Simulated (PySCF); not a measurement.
PySCF input file for C2H7ClOSn, SMILES [CH3][Sn]([CH3])([OH])[Cl], C-PCM-PBE0/def2-SVP. Geometry optimised at PBE-D3(BJ)/def2-SVP. The def2 effective core potentials stand for the cores of Sn; spin–orbit coupling is left out. Other conformers were not sampled.

```python
import numpy as np
from pyscf import gto, scf, dft
from pyscf.solvent import pcm

mol = gto.M(
    atom='''
    C     1.86911078   -0.75498135   -1.00237164
    Sn    0.00712990    0.04609440   -0.25165286
    C    -1.86970030   -0.51942203   -1.13764032
    O    -0.02579789    2.05449860   -0.34762603
    Cl   -0.04718822   -0.53203829    2.06991621
    H     1.99824544   -0.45365162   -2.05938879
    H     2.70400866   -0.36229328   -0.39266859
    H     1.84329776   -1.85844210   -0.92468570
    H    -2.49204670   -0.99119305   -0.35512506
    H    -2.35589413    0.40531926   -1.50085456
    H    -1.71141630   -1.22483154   -1.97447033
    H     0.66943040    2.43545458    0.22234046
    ''',
    basis='def2-SVP',
    ecp={'Sn': 'def2-svp'},
    charge=0,
    spin=0,
    max_memory=1600,
    verbose=3,
)
mf = dft.RKS(mol, xc='pbe0').density_fit(auxbasis='def2-universal-jkfit')
mf.grids.level = 3
mf.conv_tol = 1e-9
mf.max_cycle = 100
mf.kernel()
res = {}
for name, eps in {'water': 78.355, '1-octanol': 9.8629, 'ethanol': 24.852}.items():
    s = mf.PCM()
    s.with_solvent.method, s.with_solvent.eps, s.with_solvent.lebedev_order = 'C-PCM', eps, 29
    s.kernel(mf.make_rdm1())
    res[name] = (s.e_tot, eps, s.dip_moment(), s.mo_energy, s.converged)
    print(f'{name}: electrostatic solvation free energy {(s.e_tot - mf.e_tot) * 627.509474:.3f} kcal/mol')
```

Log of the run:

```
converged SCF energy = -829.620989325364

WARN: PCM is an experimental feature. It is still in testing.
Features and APIs may be changed in the future.

converged SCF energy = -829.633437821971
Dipole moment(X, Y, Z, Debye):  1.46811, -1.38815, -3.14378
water: electrostatic solvation free energy -7.812 kcal/mol

WARN: PCM is an experimental feature. It is still in testing.
Features and APIs may be changed in the future.

converged SCF energy = -829.632185506807
Dipole moment(X, Y, Z, Debye):  1.42744, -1.35315, -3.06263
1-octanol: electrostatic solvation free energy -7.026 kcal/mol

WARN: PCM is an experimental feature. It is still in testing.
Features and APIs may be changed in the future.

converged SCF energy = -829.633046208875
Dipole moment(X, Y, Z, Debye):  1.45527, -1.37709, -3.11819
ethanol: electrostatic solvation free energy -7.566 kcal/mol
```

The calculation finished and met its thresholds.
